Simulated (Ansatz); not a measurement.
CH5BO2Si can be A, `[SiH3]B1OCO1`, or B, `OC[SiH]1BO1`.

Computed with Ansatz on PBE0-D4/def2-TZVP structures; ΔE is electronic, products minus reactants. CCSD(T)/CBS adds triple-zeta CCSD(T) − MP2 to the extrapolated MP2 energy (def2 sets, frozen cores). Functionals use def2-TZVPP. B3LYP here is the variant with VWN-RPA as its local correlation; programs differ in this. Each species was taken in one conformer, which may not be the lowest.

Question: Which is lower in electronic energy at CCSD(T)/CBS, and by how much? (Estimate.)

Answer: Computed: A, by 85.3 kJ/mol.

Question: Give E(B) − E(A) in kJ/mol with r2SCAN-D4, B3LYP-D4, MP2/def2-TZVPP, CCSD/def2-TZVPP, B3LYP, HF/def2-TZVPP, CCSD(T)/def2-TZVPP. (Best estimate.)

Answer: Computed: r2SCAN-D4 82.7, B3LYP-D4 85.0, MP2/def2-TZVPP 86.0, CCSD/def2-TZVPP 97.3, B3LYP 86.2, HF/def2-TZVPP 119.9, CCSD(T)/def2-TZVPP 93.5. None reverses the order clearly.

Largest T1 diagnostic: 0.015.

In def2-TZVPP, CCSD(T) changes the Hartree–Fock value by −26.4 kJ/mol (the triples alone add −3.8 kJ/mol) and MP2 by −33.8 kJ/mol. From PBE to PBE0 (25 % exact exchange), in def2-TZVPP and without D4, E(B) − E(A) moves by +9.3 kJ/mol.
